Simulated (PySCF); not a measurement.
GeH₈N₂Si, SMILES N[SiH2][GeH2][NH2]. Coordinates come from a PBE0-D3(BJ)/def2-SVP optimisation. The structure was generated by enumeration, and PubChem lists no compound with its InChIKey, so it may never have been made. The values are those of a single conformer.

Question: Give the equilibrium geometry at PBE0-D3(BJ)/def2-SVP (PySCF confirms it by a frequency run) as Cartesian coordinates in Å. (The exact figures need the calculation; the answer reports its results.)

Answer: Several could match; the one computed here: 
```xyz
12

N     -2.6037     0.3031     0.0468
Si    -1.0525     1.0833     0.0942
Ge     0.6005    -0.6289     0.0568
N      2.2176     0.1800    -0.3198
H     -2.7731    -0.4040    -0.6603
H     -3.4429     0.8505     0.2063
H     -0.9814     1.8860     1.3526
H     -0.7482     2.0343    -1.0351
H      0.7705    -1.3251     1.4212
H      0.1868    -1.7303    -0.9650
H      3.0047    -0.4624    -0.3702
H      2.2063     0.7289    -1.1760
```
Charge 0, spin multiplicity 1.
